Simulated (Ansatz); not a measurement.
```xyz
9

C     0.8639    0.0207    0.0062
C    -0.4144    0.7321    0.0064
C    -0.4047   -0.7357    0.0222
H     1.4306    0.0130    0.9291
H    -0.7077    1.2448    0.9195
H    -0.7536   -1.2693    0.9388
H     1.4454    0.0048   -0.9400
H    -0.7393    1.2560   -0.9495
H    -0.7202   -1.2664   -0.9327
```

Basis set: cc-pVDZ (spherical functions). Frozen core: 3 orbitals. Charge 0, multiplicity 1.

Computed with Ansatz (development build ahead of 0.2.0); each method stands on the lowest determinant of its kind that the runs found. Restricted open shells among the atoms or ions are ROHF, correlated in semicanonical orbitals with singles.

(1) Give the atomization energy at this shape (free ground-state atoms in the same class of orbitals less the molecule, no zero-point energy) of singlet C₃H₆ by RHF-MP2, RHF.

Results:

(1)

```csv
method,atomization energy
RHF-MP2,800.01 kcal/mol
RHF,638.21 kcal/mol
```

Caution: the shape is not the minimum.
